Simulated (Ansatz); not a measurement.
One change: `Br[SiH]1CO1` becomes `Cl[SiH]1CO1`.

Ansatz, PBE0-D4/def2-TZVP geometries, multiplicity 1. 

Scalar relativity is left out up to krypton.

```csv
property,`Br[SiH]1CO1`
HOMO energy (PBE/def2-TZVPP) / eV,-6.55
LUMO energy (PBE0/def2-TZVPP) / eV,-0.47
LUMO energy (B3LYP/def2-TZVPP) / eV,-0.69
zero-point energy (PBE0-D4/def2-TZVP) / kJ/mol,106.6
HOMO–LUMO gap (PBE0/def2-TZVPP) / eV,7.36
HOMO energy (B3LYP/def2-TZVPP) / eV,-7.61
```

What does the change do to each property? (Estimate.)

The calculation gave: 
```
                                      property  `Cl[SiH]1CO1`  shift
             HOMO energy (PBE/def2-TZVPP) / eV          -6.59  -0.04
            LUMO energy (PBE0/def2-TZVPP) / eV          -0.33   0.14
           LUMO energy (B3LYP/def2-TZVPP) / eV          -0.55   0.14
zero-point energy (PBE0-D4/def2-TZVP) / kJ/mol          107.9    1.3
          HOMO–LUMO gap (PBE0/def2-TZVPP) / eV           7.57   0.21
           HOMO energy (B3LYP/def2-TZVPP) / eV          -7.67  -0.06
```

With PBE0 the HOMO falls by 0.06 eV and the LUMO rises by 0.14 eV, so the gap widens by about 0.20 eV. PBE moves the HOMO by -0.04 eV and ωB97M-V by -0.07 eV.

B3LYP here is the variant with VWN-RPA as its local correlation; programs differ in this.

Spin–orbit coupling is left out; it splits and shifts lone-pair levels of the heavy atoms by tenths of an eV.
